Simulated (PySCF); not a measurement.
iodomethane: calculation against experiment

**What was measured.**

NIST CCCBDB Release 22 (SRD 101), experimental dipoles lists, for the gas: dipole moment (microwave Stark effect) 1.62 D.

The runs below try to reproduce these values; the comparison stands at the end.

Iodomethane, CH3I.
Atom-mapped SMILES: `[CH3:1][I:2]` (hydrogens: H3, H4, H5 on C1)

Structure used (PBE0-D3(BJ)/def2-SVP), in Å, numbered top down from 1:
```xyz
5
CH3I angstrom
C     -0.204   -0.018    0.005
I      1.935   -0.020    0.097
H     -0.587   -0.150    1.022
H     -0.523    0.945   -0.410
H     -0.516   -0.845   -0.641
```

Runs made with PySCF (gas phase, on this PBE0-D3(BJ)/def2-SVP geometry; no spin–orbit coupling):

```
                             level                                                           job  basis functions  wall time
PBE0-D3(BJ)/def2-SVP, grid level 1  geometry optimisation from a GFN2-xTB start shaken at random               55      7.2 s
```

Hardware: Arm Neoverse N1, one thread (shared host).

Atoms past Kr carry def2 core potentials in the def2 sets.

## Comparison

**Dipole moment.** Measured: 1.62 D (NIST CCCBDB Release 22 (SRD 101), experimental dipoles).

| level | computed (D) | computed − measured (D) | % (from the printed values) |
| --- | --- | --- | --- |
| PBE0-D3(BJ)/def2-SVP | 1.62 | 0.00 | 0 |

The computed dipoles belong to one fixed geometry; measured ones are averaged over vibrations unless marked μe. Magnitudes are compared, not signs.

No measured geometry was used, and the causes of the misses weren't examined.
